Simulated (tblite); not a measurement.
Compound: C3H6Ge2NO (doublet state).
Bonds: N1–C2 (triple), C2–Ge3, Ge3–C4, C4–C5, C5–Ge6, Ge6–O7, Ge3–O7. Hydrogens: H8, H9 on C4; H10, H11 on C5; H12, H13 on Ge6.
Bond orders are those of one Lewis drawing.

Computed with GFN2-xTB (tblite), gas phase: L-BFGS steps from a force-field or distance-geometry start until the largest atomic force falls under 0.01 eV/Å.

Step 43: E = -551.6580 eV
```
atom  x, y, z in Å  |  force x, y, z in eV/Å
N1      3.7588   -0.8608    0.9225   -0.013  -0.022  -0.015
C2      2.8306   -0.8750    0.2512   -0.025   0.003   0.027
Ge3     1.2059   -0.8883   -0.9497   -0.005   0.002  -0.003
C4     -0.5157   -1.1939    0.2753    0.005  -0.015   0.024
C5     -1.4848   -0.0633    0.0415    0.017  -0.037   0.023
Ge6    -0.4613    1.6102   -0.3793   -0.018  -0.010   0.015
O7      1.0032    0.9003   -1.0184    0.012   0.048  -0.022
H8     -0.0930   -1.1729    1.2804    0.032   0.012   0.005
H9     -0.9361   -2.1787    0.0816   -0.012   0.020  -0.034
H10    -2.1403   -0.2833   -0.8059    0.015  -0.004   0.047
H11    -2.1141    0.0896    0.9215   -0.019   0.001  -0.036
H12    -1.0376    2.4972   -1.4574    0.022   0.003  -0.005
H13    -0.0201    2.4193    0.8189   -0.010   0.000  -0.024
```

Step 44: E = -551.6585 eV
```
atom  x, y, z in Å  |  force x, y, z in eV/Å
N1      3.7596   -0.8643    0.9222    0.000  -0.021  -0.004
C2      2.8297   -0.8746    0.2533   -0.034   0.003   0.019
Ge3     1.2066   -0.8869   -0.9480   -0.006   0.013  -0.015
C4     -0.5139   -1.1949    0.2750   -0.019  -0.007   0.035
C5     -1.4843   -0.0653    0.0434    0.007   0.013   0.010
Ge6    -0.4623    1.6109   -0.3797   -0.024  -0.020   0.024
O7      1.0021    0.9025   -1.0195    0.020   0.029  -0.021
H8     -0.0923   -1.1742    1.2808    0.029   0.001  -0.002
H9     -0.9359   -2.1786    0.0786    0.000   0.017  -0.024
H10    -2.1404   -0.2824   -0.8044    0.019  -0.016   0.047
H11    -2.1152    0.0900    0.9224    0.001  -0.013  -0.039
H12    -1.0381    2.4969   -1.4592    0.019   0.002  -0.003
H13    -0.0200    2.4216    0.8174   -0.013  -0.001  -0.026
```

**Question.** Estimate the geometry and energy of step 45. (The exact step hangs on the optimiser's Hessian estimate; all steps are aligned on step 44, rigid shifts and turns removed.)

**Answer.** E = -551.6590 eV, largest force 0.053 eV/Å
```
atom  x, y, z in Å  |  force x, y, z in eV/Å
N1      3.7619   -0.8705    0.9218    0.005  -0.019   0.005
C2      2.8290   -0.8745    0.2572   -0.035   0.003   0.011
Ge3     1.2080   -0.8843   -0.9458   -0.007   0.028  -0.022
C4     -0.5130   -1.1963    0.2748   -0.027   0.004   0.032
C5     -1.4835   -0.0668    0.0468    0.003   0.053  -0.004
Ge6    -0.4642    1.6116   -0.3802   -0.019  -0.021   0.020
O7      1.0020    0.9065   -1.0198    0.019   0.005  -0.013
H8     -0.0918   -1.1782    1.2808    0.024  -0.012  -0.005
H9     -0.9357   -2.1783    0.0715    0.009   0.012  -0.009
H10    -2.1407   -0.2808   -0.8005    0.015  -0.028   0.038
H11    -2.1148    0.0906    0.9252    0.013  -0.022  -0.032
H12    -1.0396    2.4943   -1.4631    0.015  -0.001   0.003
H13    -0.0218    2.4273    0.8136   -0.014  -0.001  -0.023
```

The energy changes by -0.0005 eV. The first-order estimate −F·Δx gives -0.0007 eV and the mean of the old and new forces, exact on a quadratic surface, -0.0005 eV. The step makes an angle of 70° with the force vector and moves no atom by more than 0.007 Å.

The cost below is that of the whole relaxation. Time: 0.52 s. Hardware: Arm Neoverse V1, one thread, shared host.
